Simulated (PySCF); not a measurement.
Ga (SMILES [Ga]), doublet.

Here is a job for PySCF.
```python
from pyscf import gto, scf, dft

mol = gto.Mole()
mol.atom = '''
    Ga    0.000000    0.000000    0.000000
'''
mol.basis = '6-31g*'
mol.charge = 0
mol.spin = 1
mol.verbose = 4
mol.build()

mf = dft.UKS(mol)
mf.xc = 'r2scan'
mf.kernel()
```

Question: What does this run give for the <S^2>, total energy, HOMO energy?

Answer: 
```yaml
"<S^2>": 0.754
total_energy: -1924.512668 Ha
HOMO energy: -3.22 eV
```

These values belong to the state on which the SCF converged, which isn't shown to be the lowest.
